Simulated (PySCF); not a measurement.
## Stationary points of MoO₂(OH)

These are results of PBE0/[Mo def2-TZVP with ECP28, O def2-TZVP, H def2-TZVP], scalar-relativistic core potentials, density fitting, no spin–orbit coupling, PySCF, not measurements.

Relaxations began from a few typed shapes; open shells are unrestricted. The search is not exhaustive: other isomers or separated fragments can lie lower, and high-lying points may rest on an excited occupation.

Which is the lowest minimum found?
A. doublet Cs: Mo–O 1.684 Å (×2), Mo–O 1.878 Å, O–H 0.960 Å; H–O–Mo 132.5°, O–Mo–O 114.2°, O–Mo–O 120.7°, O–Mo–O 125.1°
B. doublet C1: Mo–O 1.680 Å (×2), Mo–O 1.871 Å, O–H 0.959 Å; H–O–Mo 131.4°, O–Mo–O 112.1°, O–Mo–O 116.6°, O–Mo–O 119.7°

B. The others lie at 4.3 (doublet Cs, a saddle point) kJ/mol above it.

For the lowest minimum: open d and f shells are described by one determinant, and the ground state may have another occupation or spin.
